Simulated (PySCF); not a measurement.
**IHfN: bending curve**

Method: PBE0 in PySCF with Hf def2-TZVP with ECP60, N def2-TZVP, I def2-TZVP with ECP28; scalar-relativistic core potentials, no spin–orbit coupling; density-fitted integrals.

Rigid scan from the singlet minimum (Hf–I 2.746 Å, Hf–N 1.718 Å; I–Hf–N 110.3°). Coordinate: the N–Hf–I angle, bonds fixed. Energies in kJ/mol from the minimum.

Q: Predict the curve at 80, 90, 100, 110, 120, 130, 140, 150, 160, 170, 180.

A: 
```json
{"bond angle (°)": "80", "E (kJ/mol)": "52.1", "dipole size (D)": "7.50"}
{"bond angle (°)": "90", "E (kJ/mol)": "21.4", "dipole size (D)": "7.37"}
{"bond angle (°)": "100", "E (kJ/mol)": "5.1", "dipole size (D)": "7.16"}
{"bond angle (°)": "110", "E (kJ/mol)": "0.1", "dipole size (D)": "6.88"}
{"bond angle (°)": "120", "E (kJ/mol)": "3.4", "dipole size (D)": "6.48"}
{"bond angle (°)": "130", "E (kJ/mol)": "12.3", "dipole size (D)": "5.88"}
{"bond angle (°)": "140", "E (kJ/mol)": "24.1", "dipole size (D)": "5.05"}
{"bond angle (°)": "150", "E (kJ/mol)": "36.0", "dipole size (D)": "4.06"}
{"bond angle (°)": "160", "E (kJ/mol)": "45.9", "dipole size (D)": "3.02"}
{"bond angle (°)": "170", "E (kJ/mol)": "52.4", "dipole size (D)": "2.12"}
{"bond angle (°)": "180", "E (kJ/mol)": "54.6", "dipole size (D)": "1.72"}
```

With the bonds held, the linear shape lies 54.6 kJ/mol from the minimum.

Spin–orbit coupling, left out here, can matter for elements this heavy.

Other isomers or separated fragments may lie lower.

The scan took 18 s on 2 threads of a shared Arm Neoverse V2 host; the process peaked at 1 GiB.
